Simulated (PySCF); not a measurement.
A side-by-side comparison of computed properties.

First species: C₂F₄O.
SMILES: `O=C(F)C(F)(F)F`

Second species: C4H12Si2.
SMILES with atom numbers: `[CH2:1]=[CH:2][SiH2:3][C@H:4]([CH3:5])[SiH3:6]` (hydrogens: H7, H8 on C1; H9 on C2; H10, H11 on Si3; H12 on C4; H13, H14, H15 on C5; H16, H17, H18 on Si6)

Levels: wB97X-D/def2-SVPD for dipole moment, HOMO energy, LUMO energy, HOMO–LUMO gap, static isotropic polarisability and electronic spatial extent ⟨r²⟩ about the centre of nuclear charge; TDDFT wB97X-D/def2-SVPD for lowest singlet excitation; TDA wB97X-D/def2-SVPD for lowest triplet excitation (Tamm–Dancoff); GFN2-xTB for rotational constant A and rotational constant C. Geometries: GFN2-xTB. Each structure is a single optimised conformer of the isolated species, non-relativistic unless stated; the electronic structure was computed with PySCF and density fitting.

Dipoles, sizes and rotational constants follow the conformer. The torsions of the flexible species, by atom-mapped SMILES:
- `[O:1]=[C:2]([F:3])[C:4]([F:5])([F:6])[F:7]`: O1–C2–C4–F5 -121°
- `[CH2:1]=[CH:2][SiH2:3][C@H:4]([CH3:5])[SiH3:6]`: C1–C2–Si3–C4 107°, C2–Si3–C4–C5 176°

```
                                                         property    column X   column Y
                                                    dipole moment      0.62 D     0.63 D
                                                      HOMO energy    -9.57 eV  -12.35 eV
                                                      LUMO energy     1.41 eV   -0.22 eV
                                                    HOMO–LUMO gap    10.98 eV   12.13 eV
                                        lowest singlet excitation     6.73 eV    5.84 eV
                         lowest triplet excitation (Tamm–Dancoff)     4.47 eV    5.25 eV
                                  static isotropic polarisability    102.7 au    31.5 au
electronic spatial extent ⟨r²⟩ about the centre of nuclear charge  1222 bohr²  589 bohr²
                                            rotational constant A   3.184 GHz  3.868 GHz
                                            rotational constant C   1.030 GHz  2.021 GHz
```

Question: Which column belongs to which species?

Answer: Column X is the second species and column Y the first. The first has 7 atoms and 56 electrons, the second 18 and 64.

Question: How does each property change from the first species to the second?

Answer: dipole moment -0.01 D; HOMO energy +2.78 eV; LUMO energy +1.63 eV; HOMO–LUMO gap -1.15 eV; lowest singlet excitation +0.89 eV; lowest triplet excitation (Tamm–Dancoff) -0.78 eV; static isotropic polarisability +71.2 au; electronic spatial extent ⟨r²⟩ about the centre of nuclear charge +633 bohr²; rotational constant A -0.684 GHz; rotational constant C -0.991 GHz.

On the first: In atomic units the dipole is 0.25 e·bohr (1 au = 2.5417 D). No computed singlet falls in the visible range (750 to 380 nm, 1.65 to 3.26 eV); S1 lies 2.58 eV above its blue end.

On the second: The 8 singlets span 6.73 to 8.38 eV, and their oscillator strengths add up to 0.63.
